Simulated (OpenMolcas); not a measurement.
An OpenMolcas run meant for Sn II (ANO-R3, X2C; inactive shells 1s 2s 2p 3s 3p 3d 4s 4p 4d; intended active space 3 electrons in 9 orbitals (RAS2 5s 5p; RAS3 5d, at most 2 electrons)). One step of its input:

```
&CASPT2
Multistate=3 1 2 3
Frozen=9 9
IPEA=-0.25
Imaginary=0.1
MaxIter=60
WThr=0.0 0.3 0.05
PrWF=0.5
NoMix
```

The run finished. Its levels beside those of a sound run (SS-RASPT2, IPEA 0.25 Eh, imaginary shift 0.1 Eh (closed shells correlated: 4d)), in cm-1 above each run's lowest level:

```csv
Level,This run,Usual run
5s2 5p 2P* 1/2,0.0,0.0
5s2 5p 2P* 3/2,3922,3922
5s 5p2 4P 1/2,46022,46486
5s 5p2 4P 3/2,47637,48080
5s 5p2 4P 5/2,49650,50110
5s 5p2 2D 3/2,59460,60736
5s 5p2 2D 5/2,59905,61165
```

Question: Which setting is unsound, and how much does it matter here?

Answer: The IPEA shift is negative. Against the sound run the excited levels shown move by 650 cm-1 on average and by 1300 cm-1 at most.

CASPT2 breaks the degeneracy within a term, and the mean is taken; among the terms shown or strongly mixed into the levels shown the widest spread is 150 cm-1 (5s 5p2 2D, this run). Some high roots are left out of the spin-orbit mixing, which shifts the levels that they would mix with. Active for correlation alone: 5d; no level in the range computed is led by a configuration that fills it, so any true level of that kind is missing. Some terms mix strongly with configurations of 5d, whose occupation reaches 0.26 (5s 5p2 2D). Levels of configurations outside the active space are missing.

* marks odd parity.
